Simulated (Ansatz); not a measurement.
Cost and result for the atomization energy of CH2F4GeO (`[F][GeH2][O]C(F)(F)F`) (9 atoms, 8 bonds).

Z-matrix (Å, degrees):
```
Ge
O 1 1.793
F 1 1.725 2 106.2
H 1 1.522 2 102.9 3 -114.3
H 1 1.524 2 110.6 3 116.7
C 2 1.329 1 124.9 3 -63.5
F 6 1.330 2 110.1 1 -146.7
F 6 1.348 2 112.4 1 -26.9
F 6 1.334 2 112.0 1 93.5
```

Charge 0, multiplicity 1. Correlated methods include outer-core shells of Ge, which these sets cover unevenly. Scalar relativity is left out up to krypton. All single points use the PBE0-D4/def2-TZVP geometry. It is one conformer, not always the lowest. Program: Ansatz. Hardware: A = 2 threads of an AMD EPYC 7R13 on a shared host; B = 2 threads of an AMD EPYC 7R13 on a shared host and a share of an NVIDIA H100 80 GB. Times are those of one run each, without the atoms' runs, and a repeat can differ threefold. Electronic energies, without spin–orbit coupling; frozen cores. CCSD(T)/CBS adds CCSD(T) − MP2 in def2-TZVPP to the MP2 limit, and its time is that of the two runs behind it. T1 = 0.012. With those shells the extrapolation isn't a true limit. B3LYP takes the VWN-RPA correlation (the form of Gaussian; ORCA's B3LYP/G).

CCSD(T)/CBS is a level of theory with its own doubt, some kJ/mol a heavy atom from the limit and from the frozen cores, so smaller differences don't rank the functionals.

```csv
level,functions,wall time,atomization (kcal/mol),difference from CCSD(T)/CBS,per bond
PBE-D4/def2-TZVPP (with forces) [A],262,6 s,830.5,25.9,3.2
PBE0-D4/def2-TZVPP [A],262,9 s,798.3,-6.3,-0.8
r2SCAN-D4/def2-TZVPP (with forces) [A],262,11 s,808.8,4.2,0.5
B3LYP-D4/def2-TZVPP (with forces) [A],262,14 s,791.8,-12.8,-1.6
ωB97X-V/def2-TZVPP [A],262,15 s,808.5,3.9,0.5
B2PLYP/def2-TZVPP [A],262,16 s,790.9,-13.7,-1.7
MP2/def2-QZVPP [B],491,17 s,832.3,27.7,3.5
CCSD(T)/def2-TZVPP [B],262,24 s,782.9,-21.7,-2.7
ωB97M-V/def2-TZVPP (with forces) [A],262,25 s,803.3,-1.3,-0.2
CCSD(T)/CBS(def2),–,41 s,804.6,0.0,0.0
```

In def2-TZVPP, CCSD(T) changes the Hartree–Fock value by +244.5 kcal/mol (the triples alone add +17.8 kcal/mol) and MP2 by +280.9 kcal/mol; breaking electron pairs costs correlation energy, which Hartree–Fock lacks. From PBE to PBE0 (25 % exact exchange), in def2-TZVPP and without D4, the atomization energy moves by −31.5 kcal/mol: exact exchange takes away binding that semilocal exchange gives to molecules. The D4 term adds +7.0 kcal/mol with B3LYP and +3.6 kcal/mol with PBE0; it sums over pairs of atoms, weighted by their polarisabilities, and B3LYP, whose exchange is more repulsive, gets the larger term.
